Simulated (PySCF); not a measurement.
HO₂Si (SMILES O=[Si]=[OH+]), charge +1, singlet, at a GFN2-xTB geometry. Base run: CCSD(T)/cc-pVDZ (PySCF).

Input for PySCF:
```python
from pyscf import gto, scf, cc

mol = gto.Mole()
mol.atom = '''
    O     1.563969    0.104799    0.024944
    Si    0.089692    0.004763    0.000983
    O    -1.422691   -0.090539   -0.020970
    H    -2.385908   -0.180762   -0.045551
'''
mol.basis = 'cc-pvdz'
mol.charge = 1
mol.spin = 0
mol.verbose = 4
mol.build()

mf = scf.RHF(mol)
mf.kernel()

mycc = cc.CCSD(mf)
mycc.kernel()
et = mycc.ccsd_t()
print('E(CCSD(T)) = %.10f' % (mycc.e_tot + et))
mf.analyze()
```

Each row names what was changed in the base input (with any setting that the change needs).

```json
[
 {"change": "base", "ΔE vs base (mEh)": "0.000", "MP2 correlation (Eh)": "-0.47246", "CC correlation without the perturbative part (Eh)": "-0.47102", "basis functions": "51"},
 {"change": "cc.level_shift = 0.2", "ΔE vs base (mEh)": "0.000", "MP2 correlation (Eh)": "-0.47246", "CC correlation without the perturbative part (Eh)": "-0.47102", "basis functions": "51"},
 {"change": "cc.iterative_damping = 0.8", "ΔE vs base (mEh)": "0.000", "MP2 correlation (Eh)": "-0.47246", "CC correlation without the perturbative part (Eh)": "-0.47102", "basis functions": "51"},
 {"change": "density fitting = JK and correlation", "ΔE vs base (mEh)": "-0.028", "MP2 correlation (Eh)": "-0.47255", "CC correlation without the perturbative part (Eh)": "-0.47112", "basis functions": "51"},
 {"change": "cc.direct = True", "ΔE vs base (mEh)": "0.000", "MP2 correlation (Eh)": "-0.47246", "CC correlation without the perturbative part (Eh)": "-0.47102", "basis functions": "51"},
 {"change": "cc.conv_tol = 1e-5", "ΔE vs base (mEh)": "0.000", "MP2 correlation (Eh)": "-0.47246", "CC correlation without the perturbative part (Eh)": "-0.47102", "basis functions": "51"},
 {"change": "frozen = 7", "ΔE vs base (mEh)": "…", "MP2 correlation (Eh)": "…", "CC correlation without the perturbative part (Eh)": "…", "basis functions": "51"},
 {"change": "method = cisd", "ΔE vs base (mEh)": "…", "MP2 correlation (Eh)": "-", "CC correlation without the perturbative part (Eh)": "-", "basis functions": "51"},
 {"change": "method = ccsd", "ΔE vs base (mEh)": "…", "MP2 correlation (Eh)": "-0.47246", "CC correlation without the perturbative part (Eh)": "-0.47102", "basis functions": "51"},
 {"change": "cc.conv_tol = 1e-9", "ΔE vs base (mEh)": "0.000", "MP2 correlation (Eh)": "-0.47246", "CC correlation without the perturbative part (Eh)": "-0.47102", "basis functions": "51"}
]
```

Task: What belongs in the gaps?

Result: 
- frozen = 7, ΔE vs base (mEh): 11.212
- frozen = 7, MP2 correlation (Eh): -0.46077
- frozen = 7, CC correlation without the perturbative part (Eh): -0.46012
- method = cisd, ΔE vs base (mEh): 63.890
- method = ccsd, ΔE vs base (mEh): 15.812
